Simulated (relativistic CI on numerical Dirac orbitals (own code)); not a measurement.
Calculated levels, Ho²³⁺

These numbers are calculated, not measured: Dirac-Coulomb-Breit CI, separate exchange-only KLI orbitals for each configuration, model QED (radiative potential, 1s self-energy scaled to tabulated hydrogen-like ionisation energies), unscaled Slater integrals (own radial code, finite nucleus).

Configuration list (outside the closed core [Ar] 3d10): 4s2.4p6.4d8, 4s2.4p5.4d9, 4s2.4p6.4d7.4f, 4s.4p6.4d9, 4s2.4p5.4d8.4f, 4s2.4p6.4d7.5s, 4s.4p6.4d8.4f, 4s2.4p6.4d7.5p, 4s2.4p6.4d6.4f.5s, 4s2.4p6.4d7.5d, 4s2.4p5.4d8.5s, 4s2.4p6.4d6.5s.5p, 4s2.4p6.4d7.5f, 4s2.4p6.4d7.6s, 4s2.4p6.4d7.6p, 4s.4p6.4d7.4f.5s, 4s2.4p5.4d8.5d, 4s.4p6.4d8.5s, 4p6.4d9.4f, 4s2.4p6.4d7.6f, 4s.4p6.4d8.5p, 4s2.4p6.4d7.7p, 4s.4p6.4d7.5s.5p, 4p6.4d10, 4p5.4d10.4f, 4s2.4p6.4d6.5s2, 4s2.4p6.4d5.4f.5s2, 4s2.4p5.4d6.4f.5s2, 4s.4p6.4d6.4f.5s2, 4p6.4d9.5s, 4p5.4d10.5s, 4p5.4d9.4f.5s. Double excitations out of closed p, d and f shells are left out; levels of such configurations are missing from the list, as are those of other unlisted configurations, and high levels can miss mixing partners. These lack a partner that the ground configuration has and come out too high: 4s2.4p5.4d8.5d.

The lowest level is 4s2.4p6.4d8 3F_4, with 91 % of that term; Hund's rules for 4s2.4p6.4d8 give 3F with J = 4, in agreement.

```csv
No.,Configuration,Term,J,E (cm⁻¹),%,Next component (%),jj configuration (%)
1,4s2.4p6.4d8,3F,4,0,91,8 1G,4d5/2^4 (96)
2,4s2.4p6.4d8,1D,2,25704,50,36 3P,4d5/2^4 (98)
3,4s2.4p6.4d8,3F,3,69012,99,1 4s2.4p5.4d8.4f 3F,4d3/2^3 4d5/2^5 (99)
4,4s2.4p6.4d8,3P,0,75047,70,29 1S,4d5/2^4 (90)
5,4s2.4p6.4d8,3P,2,93654,52,40 3F,4d3/2^3 4d5/2^5 (93)
6,4s2.4p6.4d8,3P,1,107186,99,1 4s2.4p5.4d8.4f 3P,4d3/2^3 4d5/2^5 (99)
7,4s2.4p6.4d8,1G,4,111575,91,8 3F,4d3/2^3 4d5/2^5 (96)
8,4s2.4p6.4d8,3F,2,158827,46,42 1D,4d3/2^2 4d5/2^6 (94)
9,4s2.4p6.4d8,1S,0,237470,71,29 3P,4d3/2^2 4d5/2^6 (90)
10,4s2.4p5.4d9,1D°,2,1169658,49,25 3P°,4p3/2^3 4d5/2^5 (79)
11,4s2.4p5.4d9,3F°,4,1170398,89,11 4s2.4p6.4d7.4f 3F°,4p3/2^3 4d5/2^5 (89)
12,4s2.4p5.4d9,3D°,3,1180769,59,25 4s2.4p6.4d7.4f 3D°,4p3/2^3 4d5/2^5 (64)
13,4s2.4p5.4d9,3D°,2,1240980,45,20 4s2.4p6.4d7.4f 3D°,4p3/2^3 4d3/2^3 4d5/2^6 (73)
14,4s2.4p5.4d9,3P°,1,1241307,48,24 1P°,4p3/2^3 4d5/2^5 (64)
15,4s2.4p5.4d9,3D°,1,1263729,41,22 4s2.4p6.4d7.4f 3D°,4p3/2^3 4d3/2^3 4d5/2^6 (64)
16,4d7(4F).4f,5G°,5,1265511,55,17 3G°,4d5/2^3 4f5/2 (65)
17,4d7(4F).4f,5G°,4,1268987,36,23 3G°,4d5/2^3 4f5/2 (86)
18,4d7(4F).4f,5G°,6,1271549,72,13 3H°,4d5/2^3 4f7/2 (53)
19,4s2.4p5.4d9,3P°,0,1271699,79,20 4s2.4p6.4d7.4f 3P°,4p3/2^3 4d3/2^3 4d5/2^6 (79)
20,4d7(4F).4f,5S°,2,1284976,34,26 5P°,4d5/2^3 4f5/2 (79)
21,4s2.4p5.4d9,3F°,3,1285587,29,20 4s2.4p6.4d7.4f 3F°,4p3/2^3 4d3/2^3 4d5/2^6 (40)
22,4s2.4p5.4d9,3F°,3,1286570,18,15 4s2.4p6.4d7.4f 5F°,4d5/2^3 4f5/2 (52)
23,4d7(2D).4f,3F°,2,1291377,44,29 5G°,4d5/2^3 4f5/2 (78)
24,4d7(4F).4f,5H°,7,1296757,44,23 5I°,4d5/2^3 4f5/2 (54)
25,4d7(2P).4f,3G°,4,1302258,28,23 5F°,4d5/2^3 4f5/2 (63)
26,4d7(4F).4f,5I°,8,1303614,69,28 3K°,4d5/2^3 4f7/2 (95)
27,4d7(2P).4f,3F°,3,1306879,36,21 5D°,4d5/2^3 4f5/2 (62)
28,4d7(4F).4f,3H°,6,1308991,33,19 5H°,4d5/2^3 4f5/2 (64)
29,4d7(4F).4f,3D°,2,1310060,32,18 5F°,4d5/2^3 4f7/2 (82)
30,4d7(2P).4f,3D°,1,1310563,52,19 5F°,4d5/2^3 4f5/2 (75)
```

Energies count from the lowest computed level; ° marks odd parity. Percentages are summed over parent terms; the parents shown are those of the largest component, closed shells are left out there. Filled j subshells are mostly left out of the jj labels.

The mean weight of the leading LS term, summed over parents, in these 30 levels is 55 %, and that of the leading jj configuration (from the same eigenvectors) 77 %, so jj coupling describes them better and the LS labels are nominal.

At this charge energies of transitions that change n are usually good to better than 1 %, and those within a shell (Δn = 0) to a few per cent. Terms inside the open d or f shell come out 10 to 20 % too wide with unscaled integrals.

LS names give the leading component of a level, which can be under half, so a name can repeat, a term be missing and a line seem to break the LS rules.
